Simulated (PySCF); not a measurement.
PySCF input for B(H)(F)(OH) (BFH₂O), SMILES OBF, TDDFT-PBE0/def2-SVPD. Geometry: B3LYP-D3(BJ)/def2-TZVP. The values are those of a single conformer.

```python
import numpy as np
from pyscf import gto, scf, dft, tdscf

mol = gto.M(
    atom='''
    B    -0.45067605   -0.02453733    0.00000000
    H    -1.64381839   -0.03509280    0.00000000
    F     0.20579779   -1.17811120    0.00000000
    O     0.28555133    1.10610530    0.00000000
    H    -0.23939207    1.91193782    0.00000000
    ''',
    basis='def2-SVPD',
    charge=0,
    spin=0,
    symmetry=True,
    max_memory=1600,
    verbose=4,
)
mf = dft.RKS(mol, xc='pbe0').density_fit(auxbasis='def2-universal-jkfit')
mf.grids.level = 3
mf.conv_tol = 1e-9
mf.max_cycle = 100
mf.kernel()
mf.grids = dft.Grids(mol).set(level=1).build(with_non0tab=True)  # coarser grid for the response kernel
td = tdscf.TDDFT(mf)
td.singlet = True
td.nstates = 10
td.conv_tol = 1e-4
td.kernel(x0=td.get_init_guess(mf, 15))
td.analyze()
tt = tdscf.TDA(mf)
tt.singlet = False
tt.nstates = 4
tt.conv_tol = 1e-4
tt.kernel(x0=tt.get_init_guess(mf, 9))
tt.analyze(verbose=3)
```

Program output:

```
PySCF version 2.14.0

[INPUT] verbose = 4
[INPUT] num. atoms = 5
[INPUT] num. electrons = 24
[INPUT] charge = 0
[INPUT] spin (= nelec alpha-beta = 2S) = 0
[INPUT] symmetry True subgroup None
[INPUT] Mole.unit = angstrom
[INPUT] Symbol           X                Y                Z      unit          X                Y                Z       unit  Magmom
[INPUT]  1 B     -0.450676050000  -0.024537330000   0.000000000000 AA   -0.851654305401  -0.046368833528   0.000000000000 Bohr   0.0
[INPUT]  2 H     -1.643818390000  -0.035092800000   0.000000000000 AA   -3.106366555623  -0.066315780944   0.000000000000 Bohr   0.0
[INPUT]  3 F      0.205797790000  -1.178111200000   0.000000000000 AA    0.388901460141  -2.226307512283   0.000000000000 Bohr   0.0
[INPUT]  4 O      0.285551330000   1.106105300000   0.000000000000 AA    0.539613808205   2.090236081930   0.000000000000 Bohr   0.0
[INPUT]  5 H     -0.239392070000   1.911937820000   0.000000000000 AA   -0.452385448693   3.613038846998   0.000000000000 Bohr   0.0

nuclear repulsion = 64.1019279922415
point group symmetry = Cs
symmetry origin: [ 3.14954351e-09 -2.36215773e-09  0.00000000e+00]
symmetry axis x: [1.00000000e+00 2.05213036e-09 0.00000000e+00]
symmetry axis y: [-2.05213036e-09  1.00000000e+00  0.00000000e+00]
symmetry axis z: [0. 0. 1.]
num. orbitals of irrep A' = 58
num. orbitals of irrep A" = 24
number of shells = 34
number of NR pGTOs = 116
number of NR cGTOs = 82
basis = def2-SVPD
ecp = {}


[settings echo left out]
init E= -201.037542139784
HOMO (A') = -0.410055915526106  LUMO (A") = -0.0464858058735269  gap/eV = 9.89325
cycle= 1 E= -200.793644884515  delta_E= 0.244  |g|= 0.668  |ddm|= 2.46
HOMO (A") = -0.27531311507614  LUMO (A') = 0.0128126519730838  gap/eV = 7.84030
cycle= 2 E= -200.685255397784  delta_E= 0.108  |g|= 1.03  |ddm|= 1.22
HOMO (A') = -0.366622299383978  LUMO (A') = 0.00285847397096317  gap/eV = 10.05408
cycle= 3 E= -200.874785360239  delta_E= -0.19  |g|= 0.0524  |ddm|= 0.722
HOMO (A') = -0.36832988748915  LUMO (A") = 0.00560234585442265  gap/eV = 10.17521
cycle= 4 E= -200.875126010853  delta_E= -0.000341  |g|= 0.0383  |ddm|= 0.0689
HOMO (A') = -0.368757017984388  LUMO (A") = 0.0058909489265625  gap/eV = 10.19469
cycle= 5 E= -200.875366130421  delta_E= -0.00024  |g|= 0.00463  |ddm|= 0.0262
HOMO (A') = -0.368315728440565  LUMO (A") = 0.00643653219985157  gap/eV = 10.19753
cycle= 6 E= -200.875370052679  delta_E= -3.92e-06  |g|= 0.000886  |ddm|= 0.00523
HOMO (A') = -0.368405988407603  LUMO (A") = 0.00631807206514956  gap/eV = 10.19676
cycle= 7 E= -200.875370216439  delta_E= -1.64e-07  |g|= 0.000135  |ddm|= 0.00105
HOMO (A') = -0.368392351415016  LUMO (A") = 0.00634092765941979  gap/eV = 10.19701
cycle= 8 E= -200.875370220837  delta_E= -4.4e-09  |g|= 1.67e-05  |ddm|= 0.000211
HOMO (A') = -0.368397792941953  LUMO (A") = 0.00633634402298228  gap/eV = 10.19704
cycle= 9 E= -200.875370220913  delta_E= -7.51e-11  |g|= 2.59e-06  |ddm|= 2.79e-05
HOMO (A') = -0.368396982085599  LUMO (A") = 0.00633699969149965  gap/eV = 10.19703
Extra cycle  E= -200.875370220914  delta_E= -1.31e-12  |g|= 2.35e-06  |ddm|= 3.99e-06
converged SCF energy = -200.875370220914
tot grids = 20608


******** <class 'pyscf.tdscf.rks.TDDFT'> for <class 'pyscf.df.df_jk.DFSymAdaptedRKS'> ********
nstates = 10 singlet
deg_eia_thresh = 1.000e-03
wfnsym = None
conv_tol = 0.0001
eigh lindep = 1e-12
eigh level_shift = 0
eigh max_cycle = 100


Excitation energies (eV)
[ 8.29058751  8.8886665   9.28357396  9.78437444 10.16292703 10.27110313
 10.79150706 10.82112821 10.95405581 11.46775068]

** Singlet excitation energies and oscillator strengths **
Excited State   1:   A"      8.29059 eV    149.55 nm  f=0.0240
      12 -> 13       -0.70201
Excited State   2:   A'      8.88867 eV    139.49 nm  f=0.0021
      11 -> 13        0.10448
      12 -> 14       -0.68845
Excited State   3:   A"      9.28357 eV    133.55 nm  f=0.0346
      11 -> 14        0.69421
Excited State   4:   A'      9.78437 eV    126.72 nm  f=0.0909
      11 -> 13        0.65008
      12 -> 14        0.11748
      12 -> 15       -0.19280
Excited State   5:   A"     10.16293 eV    122.00 nm  f=0.0021
      10 -> 13        0.70073
Excited State   6:   A'     10.27110 eV    120.71 nm  f=0.0446
      10 -> 14        0.17419
      11 -> 13        0.17704
      12 -> 15        0.65115
Excited State   7:   A'     10.79151 eV    114.89 nm  f=0.2882
      12 -> 16        0.69603
Excited State   8:   A"     10.82113 eV    114.58 nm  f=0.0004
      11 -> 15       -0.68126
      11 -> 16        0.12736
Excited State   9:   A'     10.95406 eV    113.19 nm  f=0.0969
      10 -> 14        0.65831
      12 -> 15       -0.15872
Excited State  10:   A"     11.46775 eV    108.12 nm  f=0.0099
       8 -> 13        0.11312
      11 -> 15        0.12353
      11 -> 16        0.67401
      12 -> 17        0.10369

** Transition electric dipole moments (AU) **
state          X           Y           Z        Dip. S.      Osc.
  1        -0.0000      0.0000      0.3435      0.1180      0.0240
  2        -0.0729     -0.0653      0.0000      0.0096      0.0021
  3         0.0000      0.0000      0.3901      0.1522      0.0346
  4         0.3238      0.5240     -0.0000      0.3794      0.0909
  5        -0.0000     -0.0000      0.0914      0.0084      0.0021
  6         0.0746      0.4144     -0.0000      0.1773      0.0446
  7         1.0422      0.0627      0.0000      1.0901      0.2882
  8        -0.0000      0.0000      0.0371      0.0014      0.0004
  9         0.0260     -0.6003      0.0000      0.3610      0.0969
 10        -0.0000      0.0000      0.1878      0.0353      0.0099

** Transition velocity dipole moments (imaginary part, AU) **
state          X           Y           Z        Dip. S.      Osc.
  1         0.0000     -0.0000      0.1046      0.0109      0.0239
  2        -0.0263     -0.0199     -0.0000      0.0011      0.0022
  3         0.0000     -0.0000      0.1336      0.0179      0.0349
  4         0.1153      0.1867     -0.0000      0.0481      0.0893
  5        -0.0000     -0.0000      0.0380      0.0014      0.0026
  6         0.0282      0.1560     -0.0000      0.0251      0.0444
  7         0.4090      0.0243      0.0000      0.1679      0.2822
  8         0.0000      0.0000      0.0127      0.0002      0.0003
  9         0.0101     -0.2391      0.0000      0.0573      0.0948
 10         0.0000      0.0000      0.0775      0.0060      0.0095

** Transition magnetic dipole moments (imaginary part, AU) **
state          X           Y           Z
  1         0.2710     -1.3808      0.0000
  2        -0.0000      0.0000     -0.4822
  3        -0.4119     -0.0903      0.0000
  4        -0.0000     -0.0000      0.1341
  5        -0.0282     -0.0166     -0.0000
  6        -0.0000     -0.0000      0.9213
  7         0.0000      0.0000      0.1067
  8        -0.4525      0.0165     -0.0000
  9         0.0000      0.0000      0.0796
 10        -0.2020      0.1071      0.0000


******** <class 'pyscf.tdscf.rks.TDA'> for <class 'pyscf.df.df_jk.DFSymAdaptedRKS'> ********
nstates = 4 triplet
deg_eia_thresh = 1.000e-03
wfnsym = None
conv_tol = 0.0001
eigh lindep = 1e-12
eigh level_shift = 0
eigh max_cycle = 100


Excitation energies (eV)
[7.42314675 8.0825923  8.55692698 8.92375056]

** Triplet excitation energies and oscillator strengths **
Excited State   1:   A"      7.42315 eV    167.02 nm  f=0.0000
Excited State   2:   A'      8.08259 eV    153.40 nm  f=0.0000
Excited State   3:   A'      8.55693 eV    144.89 nm  f=0.0000
Excited State   4:   A"      8.92375 eV    138.94 nm  f=0.0000
```

Self-consistency was reached.
